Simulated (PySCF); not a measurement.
A geometry optimisation, step by step.

Species: 1-cyclopentene-1-carbaldehyde, C6H8O.
SMILES with atom numbers: `[O:1]=[CH:2][C:3]1=[CH:4][CH2:5][CH2:6][CH2:7]1` (hydrogens: H8 on C2; H9 on C4; H10, H11 on C5; H12, H13 on C6; H14, H15 on C7)

Computed by this run: PBE0-D3(BJ)/def2-SVP geometry optimisation, gas phase in PySCF 2.14.0; density fitting, grid level 1; the optimiser is geomeTRIC in internal coordinates, started from a GFN2-xTB structure with every atom displaced at random (about 0.01 Å). 11 of its 13 geometries are shown. The frame can shift and turn from step to step; on so coarse a grid that alone can change the energy by a few meV, and forces under 0.02 eV/Å are noise.

Step 0: E = -8383.1566 eV, largest atomic force 3.590 eV/Å
```
atom  x, y, z in Å  |  force x, y, z in eV/Å
O1      3.148    0.316   -0.009   -0.623   0.077   0.020
C2      2.265   -0.492   -0.201    0.605   0.074   0.001
C3      0.819   -0.252   -0.127    2.789   2.183   0.589
C4     -0.087   -1.151   -0.346   -3.385  -0.917  -0.156
C5     -1.488   -0.579   -0.202    0.825   0.192   1.160
C6     -1.234    0.805    0.456    0.647  -0.769  -0.323
C7      0.267    1.096    0.211   -1.074  -0.456  -0.035
H8      2.550   -1.530   -0.458   -0.055  -0.508  -0.122
H9      0.032   -2.177   -0.603    0.499  -1.049  -0.327
H10    -1.954   -0.475   -1.167   -0.443  -0.028  -0.923
H11    -2.146   -1.210    0.419    0.011  -0.076  -0.139
H12    -1.872    1.574    0.056   -0.500   0.585  -0.323
H13    -1.447    0.747    1.521   -0.003  -0.049   0.471
H14     0.387    1.774   -0.630    0.256   0.394  -0.373
H15     0.745    1.536    1.073    0.451   0.346   0.479
```

Step 1: E = -8383.3133 eV, largest atomic force 0.730 eV/Å
```
atom  x, y, z in Å  |  force x, y, z in eV/Å
O1      3.029    0.492   -0.588    0.412   0.236   0.159
C2      2.260   -0.423   -0.443   -0.286  -0.109  -0.325
C3      0.853   -0.232   -0.101   -0.544  -0.468  -0.136
C4     -0.102   -1.175   -0.284    0.405   0.223   0.272
C5     -1.474   -0.622   -0.069   -0.137   0.012  -0.277
C6     -1.217    0.756    0.569   -0.145   0.132   0.011
C7      0.254    1.094    0.270    0.142   0.149  -0.012
H8      2.560   -1.479   -0.666    0.030  -0.034   0.121
H9      0.100   -2.210   -0.579   -0.011   0.060  -0.062
H10    -1.990   -0.537   -1.053    0.090  -0.028   0.204
H11    -2.114   -1.279    0.544    0.003  -0.003   0.016
H12    -1.906    1.530    0.193    0.047  -0.098   0.055
H13    -1.378    0.694    1.656    0.041  -0.016  -0.008
H14     0.367    1.801   -0.573   -0.005  -0.040   0.054
H15     0.778    1.558    1.124   -0.043  -0.017  -0.072
```

Step 2: E = -8383.3172 eV, largest atomic force 0.889 eV/Å
```
atom  x, y, z in Å  |  force x, y, z in eV/Å
O1      3.113    0.452   -0.490   -0.405   0.206  -0.054
C2      2.259   -0.403   -0.467    0.383  -0.595   0.538
C3      0.842   -0.222   -0.141   -0.070   0.377  -0.347
C4     -0.106   -1.166   -0.305    0.169  -0.024   0.090
C5     -1.480   -0.626   -0.064   -0.015   0.005  -0.019
C6     -1.220    0.754    0.573   -0.027   0.046  -0.002
C7      0.244    1.103    0.241    0.009   0.049   0.044
H8      2.546   -1.475   -0.627   -0.075  -0.041  -0.233
H9      0.097   -2.195   -0.616   -0.004   0.009  -0.045
H10    -2.016   -0.544   -1.031    0.030  -0.014   0.023
H11    -2.099   -1.290    0.561    0.003   0.008   0.013
H12    -1.926    1.519    0.221   -0.004  -0.010   0.014
H13    -1.349    0.684    1.664    0.028  -0.016  -0.001
H14     0.339    1.811   -0.601   -0.030  -0.006  -0.008
H15     0.778    1.567    1.084    0.007   0.007  -0.013
```

Step 4: E = -8383.3371 eV, largest atomic force 0.557 eV/Å
```
atom  x, y, z in Å  |  force x, y, z in eV/Å
O1      3.073    0.461   -0.451    0.083  -0.114   0.218
C2      2.263   -0.436   -0.413   -0.126   0.208  -0.501
C3      0.839   -0.226   -0.143    0.064   0.006   0.071
C4     -0.108   -1.165   -0.306   -0.053  -0.078   0.080
C5     -1.480   -0.622   -0.064    0.010   0.022  -0.022
C6     -1.215    0.760    0.569    0.019  -0.010  -0.008
C7      0.249    1.106    0.231   -0.001  -0.037   0.052
H8      2.545   -1.486   -0.688    0.034  -0.013   0.168
H9      0.093   -2.195   -0.618   -0.002  -0.008  -0.001
H10    -2.018   -0.544   -1.027   -0.032   0.007  -0.034
H11    -2.097   -1.281    0.569    0.012   0.002   0.002
H12    -1.924    1.524    0.222   -0.012   0.020   0.002
H13    -1.334    0.690    1.661    0.007  -0.011   0.004
H14     0.345    1.811   -0.613   -0.018  -0.012  -0.025
H15     0.787    1.571    1.072    0.017   0.018  -0.006
```

Step 5: E = -8383.3496 eV, largest atomic force 0.165 eV/Å
```
atom  x, y, z in Å  |  force x, y, z in eV/Å
O1      3.103    0.435   -0.392   -0.111   0.013   0.043
C2      2.261   -0.431   -0.424    0.077  -0.091  -0.039
C3      0.836   -0.220   -0.163    0.073   0.141  -0.043
C4     -0.111   -1.163   -0.316   -0.023  -0.049   0.022
C5     -1.483   -0.620   -0.063    0.014   0.010   0.012
C6     -1.212    0.760    0.570    0.009   0.001  -0.006
C7      0.247    1.110    0.218   -0.013  -0.021   0.045
H8      2.537   -1.488   -0.677   -0.015  -0.015  -0.001
H9      0.087   -2.192   -0.630    0.002  -0.004   0.005
H10    -2.031   -0.543   -1.021   -0.009   0.004  -0.019
H11    -2.092   -1.280    0.576    0.001   0.002  -0.001
H12    -1.928    1.524    0.234   -0.004   0.013   0.008
H13    -1.318    0.686    1.664    0.003  -0.010   0.003
H14     0.330    1.814   -0.628   -0.016  -0.008  -0.020
H15     0.793    1.577    1.052    0.013   0.013  -0.008
```

Step 6: E = -8383.3515 eV, largest atomic force 0.052 eV/Å
```
atom  x, y, z in Å  |  force x, y, z in eV/Å
O1      3.098    0.429   -0.374   -0.008  -0.002  -0.011
C2      2.259   -0.439   -0.428    0.010  -0.014   0.046
C3      0.834   -0.221   -0.172    0.014   0.035  -0.035
C4     -0.115   -1.162   -0.317   -0.017  -0.020  -0.004
C5     -1.485   -0.616   -0.060    0.007  -0.001   0.020
C6     -1.208    0.763    0.574    0.007   0.003  -0.006
C7      0.250    1.110    0.212   -0.006  -0.008   0.021
H8      2.535   -1.495   -0.685   -0.005  -0.001  -0.017
H9      0.080   -2.193   -0.629    0.000  -0.003   0.005
H10    -2.037   -0.537   -1.016    0.003   0.005  -0.007
H11    -2.092   -1.275    0.582   -0.006   0.001  -0.003
H12    -1.924    1.529    0.244   -0.001   0.007   0.010
H13    -1.306    0.686    1.668    0.005  -0.007   0.002
H14     0.326    1.811   -0.637   -0.010  -0.005  -0.012
H15     0.803    1.579    1.040    0.006   0.009  -0.010
```

Step 7: E = -8383.3523 eV, largest atomic force 0.033 eV/Å
```
atom  x, y, z in Å  |  force x, y, z in eV/Å
O1      3.100    0.415   -0.366    0.020  -0.002  -0.017
C2      2.257   -0.448   -0.432   -0.010   0.014   0.028
C3      0.832   -0.221   -0.181    0.005  -0.021  -0.010
C4     -0.120   -1.162   -0.318   -0.011   0.016  -0.008
C5     -1.486   -0.611   -0.055   -0.006  -0.007   0.014
C6     -1.202    0.766    0.580    0.000   0.000  -0.006
C7      0.252    1.112    0.205    0.001  -0.004   0.005
H8      2.526   -1.504   -0.696    0.000   0.001  -0.009
H9      0.072   -2.193   -0.629   -0.001   0.000   0.008
H10    -2.043   -0.530   -1.007    0.005   0.005   0.000
H11    -2.092   -1.269    0.590   -0.009   0.002  -0.004
H12    -1.919    1.535    0.259   -0.001   0.001   0.011
H13    -1.290    0.686    1.674    0.008  -0.006   0.002
H14     0.318    1.809   -0.649   -0.004  -0.006  -0.007
H15     0.815    1.584    1.025    0.002   0.007  -0.008
```

Step 8: E = -8383.3532 eV, largest atomic force 0.076 eV/Å
```
atom  x, y, z in Å  |  force x, y, z in eV/Å
O1      3.101    0.394   -0.367    0.035  -0.004  -0.017
C2      2.252   -0.462   -0.443   -0.035   0.019  -0.009
C3      0.829   -0.225   -0.196   -0.047  -0.049   0.036
C4     -0.131   -1.160   -0.318    0.024   0.002  -0.024
C5     -1.491   -0.601   -0.041    0.001   0.001   0.004
C6     -1.190    0.772    0.593   -0.005   0.011  -0.005
C7      0.258    1.111    0.191    0.004   0.018  -0.007
H8      2.513   -1.518   -0.716    0.006   0.004   0.004
H9      0.052   -2.195   -0.624   -0.002  -0.004   0.006
H10    -2.057   -0.513   -0.989    0.011   0.004   0.007
H11    -2.097   -1.256    0.607   -0.005   0.002  -0.004
H12    -1.909    1.545    0.289   -0.001  -0.002   0.012
H13    -1.258    0.687    1.689    0.014  -0.004   0.001
H14     0.307    1.802   -0.670    0.003  -0.004   0.000
H15     0.838    1.589    0.996   -0.005   0.007  -0.003
```

Step 10: E = -8383.3550 eV, largest atomic force 0.100 eV/Å
```
atom  x, y, z in Å  |  force x, y, z in eV/Å
O1      3.098    0.321   -0.459    0.013   0.002  -0.005
C2      2.225   -0.512   -0.509   -0.017   0.019  -0.055
C3      0.814   -0.239   -0.232   -0.032  -0.068   0.066
C4     -0.167   -1.159   -0.306    0.036   0.036  -0.002
C5     -1.503   -0.566    0.014   -0.021  -0.005  -0.010
C6     -1.143    0.792    0.648   -0.021   0.011  -0.009
C7      0.279    1.112    0.153    0.015   0.017  -0.033
H8      2.453   -1.576   -0.781    0.004   0.001   0.015
H9     -0.015   -2.203   -0.598   -0.003   0.004  -0.002
H10    -2.089   -0.449   -0.918    0.011  -0.003   0.009
H11    -2.112   -1.208    0.671   -0.003   0.006   0.005
H12    -1.869    1.582    0.406   -0.003  -0.008   0.009
H13    -1.136    0.688    1.744    0.018  -0.006  -0.001
H14     0.272    1.774   -0.732    0.015  -0.003   0.005
H15     0.911    1.612    0.902   -0.011  -0.004   0.009
```

Step 11: E = -8383.3559 eV, largest atomic force 0.043 eV/Å
```
atom  x, y, z in Å  |  force x, y, z in eV/Å
O1      3.084    0.285   -0.556   -0.004   0.005   0.007
C2      2.204   -0.542   -0.563   -0.001   0.002  -0.037
C3      0.804   -0.253   -0.247   -0.010  -0.024   0.035
C4     -0.190   -1.160   -0.290    0.019   0.015   0.014
C5     -1.510   -0.543    0.053   -0.016  -0.002  -0.008
C6     -1.111    0.806    0.682   -0.013   0.007  -0.009
C7      0.293    1.110    0.133    0.009   0.009  -0.025
H8      2.416   -1.612   -0.820    0.000  -0.002   0.006
H9     -0.059   -2.209   -0.574   -0.003   0.004  -0.009
H10    -2.105   -0.409   -0.872    0.003  -0.006   0.003
H11    -2.124   -1.174    0.716    0.002   0.005   0.008
H12    -1.837    1.606    0.478   -0.002  -0.005   0.002
H13    -1.058    0.689    1.776    0.009  -0.002  -0.001
H14     0.258    1.754   -0.765    0.012   0.001   0.004
H15     0.953    1.621    0.849   -0.006  -0.007   0.009
```

Step 12: E = -8383.3562 eV, largest atomic force under 0.02 eV/Å
```
atom  x, y, z in Å  |  force x, y, z in eV/Å
O1      3.081    0.292   -0.565   -0.006  -0.001   0.004
C2      2.204   -0.539   -0.564    0.004  -0.002  -0.011
C3      0.805   -0.254   -0.241   -0.001   0.003   0.009
C4     -0.188   -1.161   -0.288    0.004  -0.004   0.013
C5     -1.510   -0.545    0.052   -0.004   0.003  -0.005
C6     -1.114    0.806    0.678   -0.002   0.001  -0.004
C7      0.293    1.109    0.136    0.000   0.004  -0.010
H8      2.420   -1.609   -0.818   -0.001  -0.001  -0.001
H9     -0.057   -2.209   -0.574   -0.002   0.001  -0.006
H10    -2.103   -0.414   -0.874   -0.002  -0.005   0.000
H11    -2.125   -1.174    0.716    0.003   0.003   0.005
H12    -1.840    1.605    0.471    0.000  -0.001   0.001
H13    -1.064    0.691    1.773    0.002   0.000   0.000
H14     0.267    1.755   -0.760    0.006   0.002   0.002
H15     0.949    1.617    0.859   -0.002  -0.004   0.005
```

Problem. Summarise the path.

Solution. The energy falls by 4.60 kcal/mol from step 0 to step 12; nine tenths of that is first reached at step 4. It falls at every step. The largest force goes from 3.590 to under 0.02 eV/Å. Among the bonds C3=C4 changes most, from 1.295 to 1.346 Å; the atoms move by 0.071 Å rms after alignment.

Problem. Follow the three bonds and two angles with the largest change from start to end.

Solution. 
| step | E above end (kcal/mol) | largest force (eV/Å) | C3=C4 (Å) | C5–H10 (Å) | C4–H9 (Å) | C5–C4–H9 (°) | C3–C4–H9 (°) |
| --- | --- | --- | --- | --- | --- | --- | --- |
| 0 | 4.60 | 3.590 | 1.295 | 1.076 | 1.064 | 119.3 | 129.2 |
| 1 | 0.99 | 0.730 | 1.355 | 1.114 | 1.095 | 123.9 | 124.4 |
| 2 | 0.90 | 0.889 | 1.347 | 1.108 | 1.094 | 123.8 | 124.2 |
| 3 | 0.58 | 0.713 | 1.344 | 1.105 | 1.094 | 123.9 | 124.3 |
| 4 | 0.44 | 0.557 | 1.344 | 1.105 | 1.094 | 123.8 | 124.3 |
| 5 | 0.15 | 0.165 | 1.344 | 1.106 | 1.094 | 123.8 | 124.3 |
| 6 | 0.11 | 0.052 | 1.345 | 1.106 | 1.094 | 123.8 | 124.3 |
| 7 | 0.09 | 0.033 | 1.345 | 1.107 | 1.094 | 123.8 | 124.3 |
| 8 | 0.07 | 0.076 | 1.346 | 1.107 | 1.094 | 123.8 | 124.3 |
| 9 | 0.05 | 0.102 | 1.346 | 1.107 | 1.094 | 124.0 | 124.4 |
| 10 | 0.03 | 0.100 | 1.346 | 1.108 | 1.094 | 124.0 | 124.4 |
| 11 | 0.01 | 0.043 | 1.346 | 1.107 | 1.094 | 124.1 | 124.4 |
| 12 | 0.00 | under 0.02 | 1.346 | 1.107 | 1.094 | 124.0 | 124.4 |

What follows is the cost of the whole optimisation. The run took 72 s on AMD EPYC 9R14, one thread (shared host), and the process peaked at 0.60 GiB of memory.
